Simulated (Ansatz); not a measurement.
Cu₂ (`[Cu][Cu]`), relaxed with RKS PBE0-D4/def2-TZVP in Ansatz from a PBE-D4/def2-SVP geometry. The force threshold is 0.005 eV/Å; the program also tests the step.

Total charge 0; spin multiplicity 1.

Start:

```xyz
2

Cu   -0.742   -0.812    0.052
Cu    0.742    0.812   -0.052
```

| step | energy (eV) | largest force (eV/Å) | largest move (Å) |
| --- | --- | --- | --- |
| 1 | -89268.3956 | 0.691 | 0.000 |
| 2 | -89268.4156 | 0.331 | 0.020 |
| 3 | -89268.4224 | 0.034 | 0.019 |
| 4 | -89268.4225 | 0.000 | 0.002 |

End:

```xyz
2

Cu   -0.770   -0.842    0.054
Cu    0.770    0.842   -0.054
```

Run time 5.5 s (4 threads of an Arm Neoverse V1 on a shared host); peak host memory 0.2 GiB.
